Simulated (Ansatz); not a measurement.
`FCBr` + CH₄ → `CCBr` + H–F  (formal exchange of groups at a C–F bond)

Gas-phase electronic energies from Ansatz, PBE0-D4/def2-TZVP geometries. CCSD(T)/CBS is the MP2 limit (def2-TZVPP, def2-QZVPP) plus CCSD(T) − MP2 in def2-TZVPP, frozen cores. This one scheme is used for every species. For Br outer-core shells are correlated without core-valence functions, which leaves a few kJ/mol of doubt a bond. Scalar relativity is left out up to krypton.

```csv
level,ΔE (kJ/mol)
MP2/def2-SVP,-48.7
HF/def2-TZVPP,-35.8
SCS-MP2/def2-QZVPP,-55.0
HF/CBS(def2),-36.0
```

Problem. What does CCSD(T)/CBS give? (Best estimate.)

Solution. Computed: -55.6 kJ/mol. The listed levels differ from it by 6.9, 19.8, 0.6, 19.6 kJ/mol.

Largest T1 diagnostic among the species: 0.009.

Leaving LDA and LC-ωPBE aside and taking each functional with its dispersion term where it has one, the values, not all of them listed here, spread over 21.0 kJ/mol, from PBE-QIDH to BLYP-D4. LDA lies −6.7 kJ/mol from PBE without D4. From PBE to PBE0 (25 % exact exchange), in def2-TZVPP and without D4, ΔE moves by −7.6 kJ/mol.
